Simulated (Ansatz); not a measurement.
Total energies of the cluster InF₃ (the lowest singlet isomer of a short search) from Ansatz at r2SCAN-D4/def2-TZVP, gas phase (1 Eh = 27.2114 eV = 2625.5 kJ/mol). The reference geometry is relaxed at r2SCAN-D4/def2-TZVP.

Cartesian coordinates in Å:
```
In -0.001 -0.001 0.001
F -0.159 -1.329 1.383
F -1.424 1.258 -0.298
F 1.584 0.071 -1.086
```

```tsv
state	geometry	energy (Eh)
charge 0 singlet	reference	-489.83031
charge 1 doublet	reference	-489.35135
charge 0 triplet	relaxed at r2SCAN-D4/def2-TZVP	-489.70808
charge 0 quintet	relaxed at r2SCAN-D4/def2-TZVP	-489.49686
free In atom (doublet)	–	-190.18147
free F atom (doublet)	–	-99.72763
```

In the def2 sets In takes a core potential; there is no spin–orbit coupling.

Question: Work out the vertical ionisation energy to the doublet.

Answer: E(charge 1 doublet) − E(charge 0 singlet) = -489.35135 − (-489.83031) = 0.47896 Eh = 13.03 eV. For comparison, −ε of the highest occupied level is 9.62 eV at this level, 3.41 eV less.

Question: Which of the charge 0 states is lowest, and how far above it are the others?

Answer: The singlet. triplet: -489.70808 − (-489.83031) = 0.12223 Eh = 320.9 kJ/mol; quintet: -489.49686 − (-489.83031) = 0.33345 Eh = 875.5 kJ/mol. The quintet has fallen apart, so its energy is that of loose fragments and no spin gap. The quintet differs in its bonds from the reference.

Question: What is the binding energy per atom against free atoms?

Answer: Atoms: 1 × (-190.18147) + 3 × (-99.72763) = -489.36436 Eh. Binding: -489.36436 − (-489.83031) = 0.46595 Eh = 12.68 eV, or 3.17 eV for each of 4 atoms (no zero-point energy, no counterpoise term).

The structure comes from a short search, and lower isomers may exist.
